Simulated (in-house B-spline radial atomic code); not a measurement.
Settings and results of a run for neutral cadmium. Method: Dirac-Kohn-Sham OLYP, spherical fractional occupations, Fermi nucleus of rms radius 4.6087 fm. Calculated with an all-electron radial atomic-structure program (B-spline basis).

Command:
```bash
python run_scf.py task.json out
```
Settings (nuclear radius in fm, mass in u):
```
Z                48
configuration    [Kr] 4d10 5s2
hamiltonian      dirac
method           optx,lyp
spin_polarised   False
nucleus          fermi
rms_radius       4.6087
atomic_mass      113.90336
speed_of_light   137.035999084
```

Output (hartree, bohr):
```
 radial grid: 77 intervals, B-splines of order 8, outer radius 50 bohr

 iter        energy (Eh)    residual
    1       -5596.923907    5.08e-01
    2       -5596.340124    2.02e-01
    3       -5598.072842    4.12e-02
    4       -5598.132876    1.15e-02
    5       -5598.119853    2.04e-02
    6       -5598.140236    2.16e-03
    7       -5598.140439    1.62e-04
    8       -5598.140440    5.82e-06
    9       -5598.140440    1.58e-06
   10       -5598.140440    9.52e-08

 total energy                     -5598.14044
 kinetic                            5870.0528
 electron-nucleus                 -13581.9893
 Hartree                            2270.8422
 exchange-correlation               -157.0460

 first-order corrections (not in the total)
   Gaunt                             4.2818
   retardation                      -0.4354
   frequency dependence             -0.0338
   self-energy                       2.8912
   Uehling                          -0.3649
   Wichmann-Kroll                    0.0070
   recoil                            0.0185

 orbital      occ     eigenvalue          <r>       <r^2>       <1/r>     <1/r^2>       r_max    small
 1s1/2      2.000      -974.0604    0.0304017  0.00125004     50.6319     5504.48     0.01968  3.10e-02
 2s1/2      2.000      -144.6999     0.131264   0.0203715     11.6928     625.983      0.1114  6.51e-03
 2p1/2      2.000      -134.7279     0.111216   0.0151968     11.6733     202.102     0.08597  6.52e-03
 2p3/2      4.000      -127.6569     0.116386   0.0165136      10.936     162.964     0.09031  6.25e-03
 3s1/2      2.000       -26.9879     0.357871    0.146611     4.10733     121.234      0.3241  1.85e-03
 3p1/2      2.000       -22.9911     0.349173    0.141785     4.01435     38.8867      0.3104  1.80e-03
 3p3/2      4.000       -21.7261     0.360153    0.150624      3.8347     31.6129      0.3204  1.72e-03
 3d3/2      4.000       -14.6601     0.332164    0.131377     3.67589     17.0793      0.2637  1.61e-03
 3d5/2      6.000       -14.4024     0.335679    0.134025     3.62937     16.5653      0.2666  1.59e-03
 4s1/2      2.000        -3.8948     0.878939    0.875503     1.58104     23.9382      0.7952  4.77e-04
 4p1/2      2.000        -2.6130     0.938636     1.00943     1.45978     7.18476      0.8283  4.18e-04
 4p3/2      4.000        -2.3990     0.969584     1.07752     1.40179     5.85354      0.8532  3.96e-04
 4d3/2      4.000        -0.4495       1.2683     1.95948     1.06873     2.19177      0.9739  2.45e-04
 4d5/2      6.000        -0.4237      1.28851     2.02656     1.05183     2.10826      0.9847  2.39e-04
 5s1/2      2.000        -0.1952      2.93282     10.0727    0.441947     1.88188       2.327  4.47e-05
```

Time taken, with all properties: 2.3 s on 1 thread of Arm Neoverse V1 (shared host).

For the Dirac Hamiltonian the kinetic term is c α·p + (β - 1)c².
